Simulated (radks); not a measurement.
Values are calculated unless marked as measured or tabulated.
V V, 19 electrons, occupied as [Ar] 3d1. Level of theory: scalar-relativistic Kohn-Sham, PBE, spin-unpolarised, spherical densities, finite nucleus; Fermi nuclear charge, rms radius 3.6002 fm (a radial shooting solver on a logarithmic mesh with Libxc functionals).

Normalised radial functions P(r) = r R(r), r in bohr:

```
   r/bohr * 3d (the largest magnitude, 0.944, reaches the edge; | marks zero)
 0.002461 *
 0.003129 *
 0.003946 *
 0.005016 *
 0.006377 *
 0.008042 *
  0.01022 *
    0.013 *
  0.01652 *
  0.02083 *
  0.02649 *
  0.03367 *
  0.04246 *
  0.05398 |*
  0.06862 |*
  0.08724 | *
     0.11 |   *
   0.1399 |     *
   0.1778 |         *
   0.2242 |              *
    0.285 |                      *
   0.3624 |                               *
   0.4606 |                                         *
   0.5809 |                                                 *
   0.7385 |                                                      *
   0.9388 |                                                      *
    1.184 |                                               *
    1.505 |                                    *
    1.913 |                       *
    2.432 |            *
    3.068 |    *
      3.9 | *
```

3d: eigenvalue -55.183 eV, 0 radial nodes, <r> = 1.08 bohr, 90 % of the charge inside 1.76 bohr.
